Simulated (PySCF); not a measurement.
# Dipole moment and polarisability of `CB(C)c1cc[n+]([GaH3-])cc1`

C₇H₁₃BGaN.
Structure used (PBE0-D3(BJ)/def2-SVP), in Å, numbered top down from 1:
```xyz
23
C7H13BGaN angstrom
C     -3.0926    0.9935    0.0785
B     -2.1705   -0.2764    0.0839
C     -2.7457   -1.7359    0.1204
C     -0.5918   -0.0760    0.0487
C     -0.0073    1.1981   -0.0253
C      1.3745    1.3370   -0.0525
N      2.1905    0.2799   -0.0103
Ga     4.2924    0.5470   -0.1150
C      1.6690   -0.9478    0.0639
C      0.2968   -1.1616    0.0926
H     -4.1659    0.7691    0.1419
H     -2.8303    1.6768    0.9053
H     -2.9207    1.5770   -0.8445
H     -2.3669   -2.3304   -0.7299
H     -3.8430   -1.7855    0.1146
H     -2.3853   -2.2613    1.0235
H     -0.6252    2.0974   -0.0605
H      1.8592    2.3159   -0.1030
H      4.4899    0.5336   -1.6872
H      4.3872    1.9526    0.6111
H      4.7295   -0.7541    0.6779
H      2.3864   -1.7719    0.1053
H     -0.0729   -2.1871    0.1528
```

Level: B3LYP/def2-SVPD (PySCF), static field, nuclei fixed, core orbitals frozen in the response. The polarisability tensor in these axes (au):

```
x   186.72   5.95  -3.17
y     5.95 140.82  -2.22
z    -3.17  -2.22  98.21
```

Question: What are the eigenvalues, a third of the trace, and Δα (Δα² = ½Σ(αi − αj)² over the three pairs)?

Answer: Principal values 98.00, 140.14 and 187.61 au; mean 141.92 au = 21.03 Å³ = 23.40 × 10⁻⁴⁰ C²·m²/J; Δα = 77.65 au (55 % of the mean).

Question: What is the dipole moment, and where does it point?

Answer: (-6.92, -0.88, 0.28) D, 6.98 D in size, pointing from the negative to the positive side. Measured along this direction, the outermost atoms are H19, H20 and H21 at the negative end and H15 and H11 at the positive end.

Question: Rayleigh depolarisation ratio (linearly polarised light, static tensor)?

Answer: ρ = 3Δα²/(45ᾱ² + 4Δα²) = 18089.1/(906316 + 24118.7) = 0.0194.

Question: How large is μ²/3kT at 350 K beside α?

Answer: In Gaussian units μ²/3kT = 335.79 Å³ against 21.03 Å³, a ratio of 15.97; the Debye molar polarisation (4π/3)N_A(α + μ²/3kT) is 900.1 cm³/mol, leaving out the vibrational part.

Question: Find the Langevin capture rate constant for H3+ (3.023 u) meeting this molecule (191.040 u), k = 2.342 × 10⁻⁹ cm³/s × √(α in Å³ / reduced mass in u).

Answer: The reduced mass is 2.98 u, so k = 6.23 × 10⁻⁹ cm³/s. The formula leaves out the permanent dipole, which adds to the capture rate.

Question: Form Σ f/ω² (atomic units) for the 10 lowest TDDFT singlets, given as eV and f, and set it beside the mean polarisability, which is this sum over all singlets: 3.45, 0.0616; 3.53, 0.0004; 4.62, 0.0144; 4.65, 0.0015; 4.84, 0.0267; 4.85, 0.0034; 5.13, 0.0007; 5.50, 0.0008; 5.73, 0.1835; 5.90, 0.0001.

Answer: They add up to 9.54 au, 6.7 % of the 141.92 au; the largest single term is 4.14 au, from the state at 5.73 eV. Terms in order: 3.83, 0.02, 0.50, 0.05, 0.84, 0.11, 0.02, 0.02, 4.14, 0.00 au. Higher excitations give the rest. The strengths listed sum to 0.293.

Question: Along which axes do the principal values lie, and how far do the nuclei extend along each?

Answer: Largest value along (0.99, 0.13, -0.04), where the nuclei span 8.62 Å; middle along (-0.13, 0.99, -0.04), 4.33 Å; least along (0.03, 0.05, 1.00), 2.40 Å. The response follows the extents in order.

Geometry: PBE0-D3(BJ)/def2-SVP; no solvent, vibrations or thermal averaging. The calculation is non-relativistic, for gallium too.

The run behind these numbers computed excited states and ΔSCF ions as well. Hardware: an Arm Neoverse V2 with one thread, on a shared host. Cost: 9.8 min wall, 1.5 GiB resident at most.
